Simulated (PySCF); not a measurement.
SMILES CC(C)C[SiH2]O (C₄H₁₂OSi) (GFN2-xTB optimised geometry):

```
18

C      1.393    -1.254     0.000
C     -0.132    -1.254     0.000
C     -0.654    -2.030    -1.210
C     -0.687     0.171     0.000
Si    -0.223     1.217     1.522
O     -1.287     2.434     1.734
H      1.775    -2.272    -0.052
H      1.771    -0.704    -0.859
H      1.778    -0.789     0.904
H     -0.477    -1.761     0.908
H     -0.287    -3.054    -1.199
H     -1.742    -2.057    -1.210
H     -0.323    -1.558    -2.133
H     -1.778     0.111    -0.062
H     -0.357     0.667    -0.917
H     -0.389     0.487     2.772
H      1.126     1.772     1.362
H     -1.491     3.054     1.039
```

Calculation: PBE0/def2-SVP (PySCF).

Question: What are the frontier orbital energies and the dipole moment?

Answer: HOMO-2 -9.17 eV, HOMO-1 -8.65 eV, HOMO -7.81 eV, LUMO 0.97 eV, LUMO+1 1.68 eV; dipole moment 1.72 D.

On the same geometry PySCF with PBE/def2-SVP gives HOMO-2 -7.71 eV, HOMO-1 -7.11 eV, HOMO -6.36 eV, LUMO 0.07 eV, LUMO+1 0.82 eV; dipole moment 1.65 D.

Meta-Löwdin charges at PBE0/def2-SVP: C1 -0.30, C2 -0.03, C3 -0.30, C4 -0.43, Si5 0.85, O6 -0.71, H7 0.10, H8 0.09, H9 0.10, H10 0.08, H11 0.10, H12 0.10, H13 0.09, H14 0.10, H15 0.10, H16 -0.12, H17 -0.14, H18 0.33.
